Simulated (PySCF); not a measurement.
Gas-phase reaction: GaH3 + 4 GaCl2 ⇌ 3 GaHCl2 + 2 GaCl

Energies from PySCF, thermal terms from the rigid-rotor harmonic-oscillator model, ideal gas at 1 bar. † marks an energy on the PBE0/def2-TZVP geometry and frequencies; other levels use their own. MP2 freezes the core. 6-31G* has spherical d functions here. Open shells (unrestricted): GaCl2 (multiplicity 2); the rest are closed-shell singlets. B3LYP is the form with VWN-RPA correlation. Ga: all electrons, no relativistic terms. GaH3, GaCl2, GaHCl2: computed as isolated molecules; such fragments, hydroxides, amides, oligomers or adducts are transient or little studied in the gas. MP2 isn't extrapolated to the basis-set limit; its ΔH°(298 K) is -427.3 kJ in def2-SVP and -439.9 kJ in def2-TZVPP. The harmonic model lacks anharmonicity and excited electronic states, which grow with temperature; levels with a mode under 35 cm⁻¹ are left out. Soft modes under 120 cm⁻¹ make the harmonic entropy rough for GaCl2.

```tsv
level	ΔE electronic, kJ	ΔH°(298 K), kJ	ΔS°(298 K), J/K	ΔG°(2000 K), kJ
B3LYP/6-31G*	-429	-424	-51	-336
MP2/def2-SVP†	-432	-427	-48	-346
PBE/def2-SVP	-418	-413	-50	-325
PBE0/def2-QZVP†	-420	-414	-48	-333
r2SCAN/def2-TZVP†	-398	-393	-48	-311
LDA/def2-TZVP†	-447	-442	-48	-360
```
ΔH° is lowest at LDA/def2-TZVP† and highest at r2SCAN/def2-TZVP†. No reference value is set beside these.
